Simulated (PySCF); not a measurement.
## Energy profile

The step: CH₆Si ([CH3][SiH3]) + H₂ → SiH₄ + CH₄; bonds formed: Si1–H7, C2–H6; bonds broken: Si1–C2, H6–H7 (atoms numbered as in the saddle structure below).

Si1  (-0.722, -0.327, 0.636)
C2  (0.753, 0.166, -0.880)
H3  (-1.048, -1.468, -0.312)
H4  (-1.996, 0.440, 0.651)
H5  (-0.278, -1.054, 1.855)
H6  (0.453, 0.762, 0.303)
H7  (0.014, 1.062, 1.311)
H8  (1.268, -0.794, -0.884)
H9  (0.057, 0.245, -1.714)
H10  (1.499, 0.968, -0.967)
(Å)

Electronic energies by CCSD(T) at an estimated basis limit (MP2 extrapolated from triple and quadruple zeta, plus CCSD(T) − MP2 in triple zeta), on PBE0-D4/def2-TZVP structures; CH8Si, closed shell; no counterpoise correction. Program: PySCF 2.14 with density fitting (its default auxiliary sets; JK sets also for MP2 and CCSD(T)). Basis: def2-TZVPP and def2-QZVPP. Cores are frozen in the correlated methods. Extrapolation: Hartree–Fock as exp(−7.88 √X), correlation as X^−2.97.

Give the profile in kJ/mol, counted from the separated reactants. (To be estimated.)

The calculation gives:
```
                                                                                                     point  kJ/mol
separated: CH6Si (linked as [CH3][SiH3]; Si1, C2, H3, H4, H5, H8, H9, H10; singlet) + H2 (H6, H7; singlet)     0.0
                                                                                           start structure    -2.0
                                                                                                    saddle   307.0
                                                                                             end structure   -29.4
                       separated: SiH4 (Si1, H3, H4, H5, H7; singlet) + CH4 (C2, H6, H8, H9, H10; singlet)   -27.1
```

No T1 diagnostic of these runs exceeds 0.011. The end structure is not quite a true minimum (one mode of 37i cm⁻¹).

For scale, one of the runs: CCSD(T)/def2-TZVPP, 185 basis functions, launched by `OMP_NUM_THREADS=4 python run.py`. Time: 2.7 min of wall clock on 4 CPU threads of an Arm Neoverse V1; the host was shared. Peak host memory: 1.5 GiB.
